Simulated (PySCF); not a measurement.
**Ionisation energy of Os⁵²⁺ by level of theory**

Os⁵²⁺ [Ar] 3d6 (5D) → Os⁵³⁺ [Ar] 3d5 (6S), as a difference of total energies. Computed with PySCF 2.14 in an uncontracted even-tempered set (17 s from 13 bohr⁻², ratio 2.5; 13 p from 17 bohr⁻², ratio 2.5; 7 d from 17 bohr⁻², ratio 2.5; 4 f from 63 bohr⁻², ratio 2.7; 3 g from 95 bohr⁻², ratio 2.7), with scalar relativity by spin-free X2C-1e. Correlated levels: outer shells: [Ne] frozen; virtual orbitals above 40 to 60 times the deepest correlated orbital energy dropped. The calculations carry no spin-orbit coupling.

| method | ionisation energy (eV) |
| --- | --- |
| UHF | 4931.2 |
| LDA | 4932.9 |
| PBE | 4934.4 |
| PBE0 | 4934.2 |
| r2SCAN | 4934.8 |
| r2SCANh | 4934.7 |
| M06 | 4931.1 |
| MP2 (outer shells) | 4932.5 |
| SCS-MP2 (outer shells) | 4932.7 |

Spin-orbit coupling is strong in these open shells (close to jj coupling). The scalar numbers leave it out and a first-order estimate fails, so it can dominate the gap to the real levels.

Breit and QED terms and the two-electron picture change are absent.

For comparison: 4917 ± 4 eV (theoretical estimate listed by NIST; NIST Atomic Spectra Database, ionization energies).
